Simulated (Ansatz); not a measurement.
Energy needed to pull apart HI (SMILES I), singlet, into free ground-state atoms, from the structure below (displaced at random from a GFN2-xTB minimum); no zero-point or spin–orbit terms; open-shell atoms are treated unrestricted, in their ground-state multiplicity.

```xyz
2
angstrom
I -0.6519 0.2465 -0.3502
H 0.5982 -0.2597 0.4993
```

Computed with Ansatz 0.2.0 (basis: def2-TZVPP); correlated methods freeze the cores. Filled d shells of the heavier atoms are correlated. Core potentials replace the inner electrons of the atoms past krypton. The def2 sets are not built for correlating such inner shells, so the correlated values are less sure here.

| method | atomization energy (kcal/mol) |
| --- | --- |
| PBE-D4 | 79.3 |
| r2SCAN-D4 | 78.9 |
| PBE0-D4 | ? |
| r2SCAN0-D4 | 77.6 |
| LC-wPBE | 75.5 |
| wB97M-V | 78.0 |
| HF | 52.9 |
| MP2 | 78.2 |
| CCSD | ? |
| CCSD(T) | 79.0 |

Question: What does PBE0-D4 give? (To be estimated.)

Answer: By the calculation: 77.9 kcal/mol, which is about 1.1 kcal/mol less than CCSD(T)/def2-TZVPP.

Question: What does CCSD give? (Judge from chemistry; the value comes from the calculation.)

Answer: By the calculation: 77.6 kcal/mol, which is about 1.4 kcal/mol less than CCSD(T)/def2-TZVPP.

In triple zeta the MP2 and coupled-cluster atomization energies are still short of their basis limit by a few kcal/mol a bond, whereas those of the functionals are nearly converged, so these differences are not deviations from converged CCSD(T).

No T1 diagnostic of these runs exceeds 0.007.

For scale, one of the runs: CCSD(T)/def2-TZVPP forces, 64 basis functions, launched by `ansatz run in.yaml --threads 4 --pin off --events-out ev --progress --plain --max-ram 5222MiB`. Hardware: 4 CPU threads of an Intel Xeon 6975P-C, shared host. Wall time about 1.1 s.
